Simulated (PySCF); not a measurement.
SMILES c1c(cc(F)cc1)Br (C₆H₄BrF) at its GFN2-xTB optimised geometry (Å):

```
12

F     -1.7009    -2.2691     0.0000
C     -1.0577    -1.0881     0.0000
C     -1.7953     0.0828     0.0000
C     -1.1202     1.2915     0.0000
C      0.2637     1.3276     0.0000
C      0.9708     0.1365     0.0000
Br     2.8723     0.1780     0.0000
C      0.3258    -1.0881     0.0000
H     -2.8723     0.0369     0.0000
H     -1.6767     2.2157     0.0000
H      0.7901     2.2691     0.0000
H      0.8717    -2.0180     0.0000
```

Computed with CAM-B3LYP/def2-TZVP in PySCF.

Map of the HOMO−1 amplitude (bohr^(-3/2)) on the plane z = 0.8 Å; orbital energy -8.98 eV, overall sign arbitrary:

```
|4444444444444444444444444444444|
|4444444444444444444444444444444|
|4444444444444444444444444444444|
|4444444444444444444444444444444|
|4444444444444444444444444444444|
|4444444444444444444444444444444|
|4444444444444444444444444444444|
|4444444444333333334444444444444|
|4444444443333333333444444444444|
|4444444433222222223344444444444|
|4444444433210111123344444444444|
|4444444432100000123334333344444|
|4444444432100111123333333334444|
|4444444433222222334443322333444|
|4444444433333334445443222233444|
|4444444443344455566543322233444|
|4444444444455666776544322333444|
|4444444444567778887554333334444|
|4444444445578889987554444444444|
|4444444444567889986554444444444|
|4444444444456677776554444444444|
|4444444433345566665544444444444|
|4444444432234455555444444444444|
|4444444433334444544444444444444|
|4444444443334444444444444444444|
|4444444444444444444444444444444|
|4444444444444444444444444444444|
|4444444444444444444444444444444|
|4444444444444444444444444444444|
|4444444444444444444444444444444|
|4444444444444444444444444444444|
```
Scale: ten equal steps from -0.105 (start of '0') to 0.128 (end of '9'), in the order '0123456789'; x runs from -5.00 to 5.00, y from -5.00 (bottom) to 5.00 (top).
